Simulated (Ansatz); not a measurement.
These are Ansatz (a quantum-chemistry and plane-wave program) with frozen-core CCSD(T)/def2-TZVPP // PBE0-D3(BJ)/def2-TZVP values and carry that method's errors.

Ansatz 0.2 input:
```yaml
crystal:
  periodic: [false, false, false]
  atoms:
    - { symbol: F, position_ang: [1.022004, 1.460455, -0.586089] }
    - { symbol: Sn, position_ang: [0.0, -0.000003, -0.000001] }
    - { symbol: F, position_ang: [1.142691, -1.391821, 0.527282] }
    - { symbol: F, position_ang: [-1.061263, 0.5234, 1.45626] }
    - { symbol: F, position_ang: [-1.103432, -0.59203, -1.397452] }
basis:
  gaussian: { orbitals: def2-TZVPP }
correlation:
  method: ccsd_t
```

Output:

```
Functional definition: HF
1302 factors; integrals over basis functions are off by at most 7.9e-4 eV
mean field evaluation 1: about -16632.5515 eV, gradient 5.4e1 eV
mean field evaluation 2: about -16632.7080 eV, gradient 5.5e1 eV
mean field evaluation 4: about -16637.1031 eV, gradient 1.8e0 eV
mean field evaluation 8: about -16637.1406 eV, gradient 1.0e-1 eV
mean field evaluation 16: about -16634.9215 eV, gradient 4.0e1 eV
mean field -16637.14058726 eV, -611.4036395230 hartree, gradient 2.8e-6 eV, S^2 0.000000; 0 other end points of the search recorded, 0 dependent functions left out
8 core orbitals not correlated
reference -16637.14058726 eV, -611.4036395230 hartree; 21, 21 occupied and 145, 145 virtual orbitals, 1302 factors
second order -35.72425674 eV of doubles, -0.00000000 eV of singles
cycle   1  -34.41754166 eV  change     1.3e0 eV  update   1.4e-1
cycle   2  -35.18816196 eV  change   -7.7e-1 eV  update   4.7e-2
cycle   3  -35.36661709 eV  change   -1.8e-1 eV  update   2.2e-2
cycle   4  -35.34231638 eV  change    2.4e-2 eV  update   5.5e-3
cycle   5  -35.33511059 eV  change    7.2e-3 eV  update   1.8e-3
cycle   6  -35.33633486 eV  change   -1.2e-3 eV  update   6.1e-4
cycle   7  -35.33640912 eV  change   -7.4e-5 eV  update   1.7e-4
cycle   8  -35.33626313 eV  change    1.5e-4 eV  update   5.2e-5
cycle   9  -35.33625507 eV  change    8.1e-6 eV  update   1.8e-5
perturbative correction -1.05086529 eV, -0.0386185873 hartree
Total energy: -16673.52770763 eV, -612.7408415322 hartree
```

Cost: very roughly 90 core-seconds.
